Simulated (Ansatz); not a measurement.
Species: C6H7 (charge -1, singlet). It need not be the lowest isomer of its formula. Whether it binds its extra electron was not tested at this geometry. 
Structure (B3LYP-D3(BJ)/def2-TZVP (Ansatz, a first-principles code) minimum search):
```
C
C 1 1.3871
H 2 1.0874 1 135.48
C 1 1.4268 2 99.33 3 163.15
C 1 1.5235 2 143.38 3 -83.02
H 5 1.0942 1 118.06 2 22.69
H 5 1.0942 6 109.46 1 -133.30
C 2 1.5327 3 133.83 1 160.18
H 8 1.0967 2 112.37 3 86.70
H 8 1.1030 9 108.10 2 135.62
C 5 1.5758 6 117.00 7 -130.34
H 11 1.1006 5 118.24 6 100.63
H 11 1.1042 12 108.28 5 122.77
```
Charge -1, spin multiplicity 1.

Basis-set convergence of Hartree-Fock and CCSD(T) correlation energies (hartree) with Ansatz. Cores are frozen in the correlated levels unless marked. Spin-orbit coupling is left out. No relativistic terms. This anion needs diffuse functions, which these sets lack.

```tsv
basis	functions	E(HF)	E(corr, CCSD(T))
cc-pVDZ	119	-231.06466	-0.92114
cc-pVTZ	278	-231.12678	-1.10045
cc-pVQZ	540	?	?
```

Question: Complete the blanks.

Answer: 
- cc-pVQZ, E(HF): -231.14412
- cc-pVQZ, E(corr, CCSD(T)): -1.15515
